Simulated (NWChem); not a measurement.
System: C2H7O cation; SMILES C(C)[OH2+]

```xyz
10

C      0.2885    -1.2588     0.0000
C     -0.6098    -0.0653     0.0000
O      0.1819     1.2369     0.0000
H     -0.3567    -2.1523     0.0000
H      0.9163    -1.3174    -0.9018
H      0.9163    -1.3174     0.9018
H     -1.2343     0.0439     0.8957
H     -1.2343     0.0439    -0.8957
H      0.7326     1.3746    -0.7956
H      0.7326     1.3746     0.7956
```
Atoms are numbered in this order, from 1.

Results from NWChem. Pople sets run with spherical d functions. Geometry: optimised at PBE0/def2-SVP.

Task: Taking PBE0/6-311++G** as the yardstick, which of these has the fewest basis functions while keeping “highest occupied level (eV)” within 0.05 eV of it: PBE0/6-31+G*; PBE0/6-311G**; PBE0/6-31G*; PBE0/STO-3G; PBE0/3-21G?

Result: PBE0/3-21G.
```tsv
level	basis functions	highest occupied level (eV)	relative time (rough)
PBE0/STO-3G	22	-15.25	1
PBE0/3-21G	41	-15.71	1
PBE0/6-31G*	56	-15.70	2
PBE0/6-31+G*	68	-15.75	2
PBE0/6-311G**	96	-15.71	3
PBE0/6-311++G**	115	-15.72	7
```

The yardstick is one finite set, not the basis-set limit.
